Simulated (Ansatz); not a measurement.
`FB1CC1` + `O=C=[N][Al]([Cl])[Cl]` → `ClB1CC1` + `O=C=[N][Al]([F])[Cl]`  (redistribution)

Calculated with Ansatz (gas phase, PBE0-D4/def2-TZVP geometries, no zero-point term in ΔE). CBS: MP2 limit from def2 TZ/QZ plus the TZ coupled-cluster correction, frozen cores. Functionals use def2-TZVPP. Each species was taken in one conformer, which may not be the lowest.

CCSD(T)/CBS gives +0.13 eV.

**Question.** Another level gave +0.15 eV. Which?
A. HF/def2-TZVPP
B. BHLYP/def2-TZVPP
C. MP2/def2-TZVPP
D. PBE/def2-TZVPP

**Answer.** D. PBE 0.15, BHLYP 0.20, MP2/def2-TZVPP 0.10, HF/def2-TZVPP 0.27 eV.

**Question.** What do rigid-rotor, harmonic-oscillator terms from PBE0-D4/def2-TZVP frequencies (298.15 K, 1 bar) make of the CCSD(T)/CBS value? (An estimate is asked.)

**Answer.** The calculation gave: ΔZPE = -0.01 eV, ΔH = +0.12 eV, ΔS = 4 J/(mol·K), ΔG = +0.11 eV. Modes under 50 cm⁻¹ make the entropy rough.

Largest T1 diagnostic among the species: 0.014.

In def2-TZVPP, CCSD(T) changes the Hartree–Fock value by −0.13 eV (the triples alone add −0.01 eV) and MP2 by −0.17 eV. At CCSD(T), def2-SVP lies +0.07 eV from the extrapolated value and def2-TZVPP +0.00 eV. Leaving LDA and LC-ωPBE aside and taking each functional with its dispersion term where it has one, the values, not all of them listed here, spread over 0.08 eV, from revPBE-D4 to BHLYP-D4.
